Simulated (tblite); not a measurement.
A tight-binding relaxation on `CC(=O)[C@H](C)C(=O)C[SiH3]`.

Computed with GFN2-xTB geometry optimisation, gas phase (tblite 0.8.0). Start geometry: from a force field or distance geometry. The command runs a driver script over a list of jobs; the input below is this job's line of settings and its coordinates in Å.

Command:
```bash
OMP_NUM_THREADS=1 python probes_run.py task.json out
```

Input:
```
{"job": {"kind": "relax", "xc": "GFN2-xTB", "basis": "xTB"}, "charge": 0, "multiplicity": 1}
C     -2.656800    -0.537600     0.806400
C     -1.544700     0.464400     0.923300
O     -1.447400     1.197500     1.918300
C     -0.474400     0.502900    -0.151900
C     -1.070200     0.511800    -1.539500
C      0.497200    -0.655100     0.038900
O      0.385100    -1.705300    -0.589700
C      1.625800    -0.469100     1.048300
Si     3.188300     0.173900     0.308700
H     -2.268500    -1.536700     0.636300
H     -3.334400    -0.244800    -0.009500
H     -3.243700    -0.556100     1.739700
H      0.077300     1.435300    -0.014400
H     -0.276700     0.639000    -2.300000
H     -1.599600    -0.408500    -1.781200
H     -1.784700     1.338700    -1.645300
H      1.267100     0.187800     1.848200
H      1.795300    -1.452300     1.517200
H      2.908500     1.478100    -0.355100
H      4.202400     0.405200     1.374400
H      3.745400    -0.752100    -0.690800
```

Output:
```
step      E/eV     max force
  0    -783.87956    2.515
  1    -783.98266    2.953
  2    -784.06191    0.418
  3    -784.06791    0.205
  4    -784.07687    0.295
  5    -784.08116    0.383
  6    -784.08626    0.214
  7    -784.09207    0.200
  8    -784.09620    0.216
  9    -784.10109    0.185
... (81 lines left out)
 91    -784.14963    0.021
 92    -784.14968    0.028
 93    -784.14974    0.022
 94    -784.14979    0.019
 95    -784.14982    0.018
 96    -784.14986    0.023
 97    -784.14990    0.028
 98    -784.14994    0.020
 99    -784.14997    0.015
100    -784.14998    0.008
```

«max force» is the largest atomic force in eV/Å.

From which step on does the largest force stay under 0.1 eV/Å, and how much energy is left to gain from there?

From step 21 (0.092 eV/Å), 17.9 meV above the end.

Main results: energy lowered by 6.2 kcal/mol over 100 steps; largest atomic force 0.008 eV/Å at the end.

How long does this job take on one thread of an Intel Xeon at 2.50 GHz, shared host with 64 logical CPUs at a one-minute load of 62?

About 2.5 s.
Labels such as C1 count atoms from 1, the log's own numbers from 0.
